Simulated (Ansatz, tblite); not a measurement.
Removing and adding an electron: the cluster Ga₂PF₃ (the lowest singlet isomer of a short search). Charge 0, multiplicity 1. Geometry: PBE-D4/def2-SVP. Ansatz, gas phase; energy differences of separate SCF runs; the oxidised species was run as a doublet alone; the reduced species was run as a doublet alone.

```csv
atom,x (Å),y (Å),z (Å)
Ga1,1.3424,-0.0955,-0.3213
Ga2,-1.3774,0.0755,-0.1114
P3,-0.1585,-0.0916,-1.9764
F4,2.9512,-0.1537,0.3713
F5,-2.8554,0.2108,0.8206
F6,0.0975,0.0543,1.2171
```

The xTB rows come from tblite. Correlated methods freeze 26 core orbitals; core or outer-core shells of Ga are correlated, in sets that lack core-valence functions. The rows differ in basis, and correlated rows in double-zeta sets carry the largest basis error. The structure comes from a short search, and lower isomers may exist.

(1) Estimate orbital energies and vertical ionisation energies and electron affinities at: GFN1-xTB; GFN2-xTB; HF/def2-SVP; PBE-D4/def2-TZVP; PBE-D4/def2-TZVPD; PBE0-D4/def2-TZVP; PBE0-D4/def2-TZVPD; BHLYP-D4/def2-TZVP; BHLYP-D4/def2-TZVPD; MP2/def2-SVP; CCSD/def2-SVP; CCSD(T)/def2-SVP.

## Answers

(1) 
```
              level  −HOMO (eV)  vertical IE (eV)  −LUMO (eV)  vertical EA (eV)  HOMO–LUMO gap (eV)  IE − EA (eV)                       remarks
           GFN1-xTB       10.85             14.15        7.69              4.71                3.16          9.44                             –
           GFN2-xTB       11.03             14.18        8.82              6.15                2.21          8.02                             –
        HF/def2-SVP           –              8.04           –                 –                   –             –                             –
   PBE-D4/def2-TZVP        6.17              9.01        3.12                 –                3.05             –                             –
  PBE-D4/def2-TZVPD        6.21                 –        3.23              1.04                2.98             –  HOMO above zero (-1 doublet)
  PBE0-D4/def2-TZVP        7.15              9.04        2.27                 –                4.89             –                             –
 PBE0-D4/def2-TZVPD        7.18                 –        2.40              0.91                4.78             –  HOMO above zero (-1 doublet)
 BHLYP-D4/def2-TZVP        7.98              8.95        1.46                 –                6.52             –                             –
BHLYP-D4/def2-TZVPD        8.00                 –        1.66              0.77                6.34             –  HOMO above zero (-1 doublet)
       MP2/def2-SVP           –              8.84           –                 –                   –             –                             –
      CCSD/def2-SVP           –              8.73           –                 –                   –             –                             –
   CCSD(T)/def2-SVP           –              8.79           –                 –                   –             –                             –
```

   A HOMO above zero means that the electron is unbound at that level or that self-interaction error raises the level; the energy of removing that electron tells which. Raw xTB energy differences between charge states are shifted by several eV; the methods need an empirical correction for them.
